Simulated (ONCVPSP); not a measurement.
**carbon, ONCV: configuration errors across variants**

* Element: C
* Generator: ONCVPSP 4.0.1
* Type: optimised norm-conserving Vanderbilt (ONCV)
* Functional: PBE
* Relativity: scalar-relativistic
* Frozen core: [He]
* Valence charge: 4
* Reference configuration: 2s1.5 2p2.5
* Partial waves: 2s: rc 1.35 bohr, ncon 4, nbas 7, qcut 3.9 1/bohr, local; 2p: rc 2.60 bohr, ncon 4, nbas 8, qcut 4.2 1/bohr, 2 projectors, debl 3 Ha
* Local potential: the s channel
* Core correction: Teter function, fcfact 4, rcfact 1.25

All-electron excitation energies from the reference (eV): (1) 2s2 2p2 -4.236; (2) 2s2 2p1 6.625; (3) 2s2 2p0 30.781; (4) 2s0 2p4 12.739.

Errors AE − PS in meV (a dash: test not solved or not reliable):

| change | (1) | (2) | (3) | (4) | bound ghosts | GHOST(+) flags above zero |
| --- | --- | --- | --- | --- | --- | --- |
| base | -10 | +220 | +1371 | -90 | none | none |
| all radii but the core radius scaled by about 0.78 (s 1.06, p 2.04 bohr) | -3.4 | +118 | +765 | -30 | none | none |
| all radii but the core radius scaled by about 0.85 (s 1.14, p 2.22 bohr) | -5.2 | +147 | +939 | -45 | none | none |
| all radii but the core radius scaled by about 0.93 (s 1.26, p 2.42 bohr) | -7.7 | +185 | +1165 | -67 | none | none |
| all radii but the core radius scaled by about 1.07 (s 1.44, p 2.78 bohr) | -13 | +256 | +1584 | -117 | none | none |
| all radii but the core radius scaled by about 1.25 (s 1.68, p 3.24 bohr) | -23 | +365 | +2185 | -207 | none | none |
| all radii but the core radius scaled by about 1.33 (s 1.80, p 3.46 bohr) | -30 | +340 | +2493 | – | none | p |

(1) Give the same row for: all radii but the core radius scaled by about 1.14 (s 1.54, p 2.98 bohr).

Results:

(1) -17, +302, +1845, -153; bound ghosts: none; GHOST(+) flags above zero: none.
